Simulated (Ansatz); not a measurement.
Consider the formal loss of a carbene: `COB(O)OC` → `[CH2]` (triplet) + `COB(O)O`.

Calculated with Ansatz (gas phase, PBE0-D4/def2-TZVP geometries, no zero-point term in ΔE). CBS: MP2 limit from def2 TZ/QZ plus the TZ coupled-cluster correction, frozen cores. This one scheme is used for every species. Functionals use def2-TZVPP. HSE06 is defined as in plane-wave codes. Triplets are unrestricted, without spin–orbit coupling. One conformer a species, not always the lowest.

```
             level  ΔE (kcal/mol)  difference from CCSD(T)/CBS
         revPBE-D4           89.5                         -1.1
        r2SCANh-D4           85.2                         -5.4
          HSE06-D4           90.3                         -0.3
      CAM-B3LYP-D4           91.6                          1.0
           ωB97X-V           94.4                          3.8
           ωB97M-V           91.7                          1.1
              BLYP           87.8                         -2.8
            r2SCAN           85.3                         -5.3
         CAM-B3LYP           90.4                         -0.2
      MP2/def2-SVP           89.0                         -1.6
     CCSD/def2-SVP           86.3                         -4.3
  CCSD(T)/def2-SVP           88.2                         -2.4
     HF/def2-TZVPP           57.8                        -32.8
    MP2/def2-TZVPP           90.2                         -0.4
CCSD(T)/def2-TZVPP           88.4                         -2.2
     MP2/CBS(def2)           92.4                          1.8
       CCSD(T)/CBS           90.6                            0
```

Largest T1 diagnostic among the species: 0.012.

The D4 term adds +2.2 kcal/mol with B3LYP and +1.2 kcal/mol with PBE0; it sums over pairs of atoms, weighted by their polarisabilities, and B3LYP, whose exchange is more repulsive, gets the larger term. From PBE to PBE0 (25 % exact exchange), in def2-TZVPP and without D4, ΔE moves by −2.2 kcal/mol. At CCSD(T), def2-SVP lies −2.4 kcal/mol from the extrapolated value and def2-TZVPP −2.2 kcal/mol.

B3LYP here is the variant with VWN-RPA as its local correlation; programs differ in this.
